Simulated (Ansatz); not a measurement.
Total energies of BeI₂ from Ansatz at PBE-D4/def2-TZVP, gas phase (1 Eh = 27.2114 eV = 2625.5 kJ/mol). The reference geometry is relaxed at PBE-D4/def2-TZVP.

```
                 state   geometry  energy (Eh)
      charge 0 singlet  reference   -610.22447
      charge 1 doublet  reference   -609.87374
free Be atom (singlet)          –    -14.62825
 free I atom (doublet)          –   -297.66548
```

In the def2 sets I takes a core potential; there is no spin–orbit coupling.

Work out the vertical ionisation energy to the doublet.

E(charge 1 doublet) − E(charge 0 singlet) = -609.87374 − (-610.22447) = 0.35073 Eh = 9.54 eV. For comparison, −ε of the highest occupied level is 6.88 eV at this level, 2.66 eV less.

What is the binding energy per atom against free atoms?

Atoms: 1 × (-14.62825) + 2 × (-297.66548) = -609.95921 Eh. Binding: -609.95921 − (-610.22447) = 0.26526 Eh = 7.22 eV, or 2.41 eV for each of 3 atoms (no zero-point energy, no counterpoise term).

At PBE-D4/def2-TZVP the gap within one spin of the charge 1 doublet nearly closes, so an electron or hole may be smeared out by delocalisation error.
